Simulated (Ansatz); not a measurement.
Species: C3H5O2, net charge 0, doublet state. It need not be the lowest isomer of its formula. 
Structure (B3LYP-D3(BJ)/def2-TZVP (Ansatz, a program for electronic structure) minimum search):
```xyz
10

C     -1.9580     0.1829     0.3853
C     -0.6948     0.6055    -0.2506
C      0.5331    -0.1247    -0.0515
O      0.6565    -1.1247     0.6306
O      1.5843     0.4263    -0.7215
H     -2.3564     0.9767     1.0278
H     -1.8127    -0.7158     0.9815
H     -2.7298    -0.0091    -0.3690
H     -0.6638     1.4817    -0.8848
H      2.3551    -0.1278    -0.5275
```
Charge 0, spin multiplicity 2.

Basis-set convergence of Hartree-Fock and MP2 correlation energies (hartree) with Ansatz. Valence correlation only, unless marked. UHF or UKS for open shells. Spin-orbit coupling is left out. Non-relativistic.

```tsv
basis	functions	E(HF)	E(corr, MP2)
cc-pVDZ	95	-266.25140	-0.74530
cc-pVTZ	220	…	…
```

Task: Complete the blanks.

Result: 
- cc-pVTZ, E(HF): -266.32959
- cc-pVTZ, E(corr, MP2): -0.93485
